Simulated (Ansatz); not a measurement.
**Redistribution: CHBr2I + C2H5Br → CH2BrI + C2H4Br2**

Species: CHBr2I (dibromoiodomethane) `BrC(Br)I`, singlet; C2H5Br (bromoethane) `CCBr`, singlet; CH2BrI (bromoiodomethane) `BrCI`, singlet; C2H4Br2 (1,1-dibromoethane) `CC(Br)Br`, singlet. The partners trade Br for H; both sit on C, so the bond types are kept.

Shapes, held fixed at every level: PBE0-D4/def2-TZVP. Programs: Ansatz 0.2.0. The zero-point and thermal change to 298 K, harmonic and unscaled (PBE0-D4/def2-TZVP), is +0.1 kJ/mol.

```csv
level,kind,ΔH(298 K) (kJ/mol),less CCSD(T)/def2-TZVPP
HF/def2-SVP,Hartree–Fock,-24.5,-5.1
BHLYP-D4/def2-TZVPP,global hybrid,-18.2,+1.2
PBE0-D4/def2-TZVPP,global hybrid,-18.0,+1.4
wB97M-V/def2-TZVPP,range-separated hybrid,-18.7,+0.7
wB97X-V/def2-TZVPP,range-separated hybrid,-19.0,+0.4
CCSD(T)/def2-SVP,coupled cluster or CI,-19.1,+0.3
CCSD(T)/def2-TZVPP,coupled cluster or CI,-19.4,0.0
```

The highest level, CCSD(T)/def2-TZVPP, gives ΔH(298 K) = -19.4 kJ/mol; the levels span -24.5 to -18.0. The column of differences is taken from that level and isn't an error. No measured value is set beside it here. For atoms past krypton def2 sets carry core potentials with scalar relativity. Relativity is left out for Br unless named. Correlated rows may include outer-core shells of Br, I, which these sets cover unevenly.
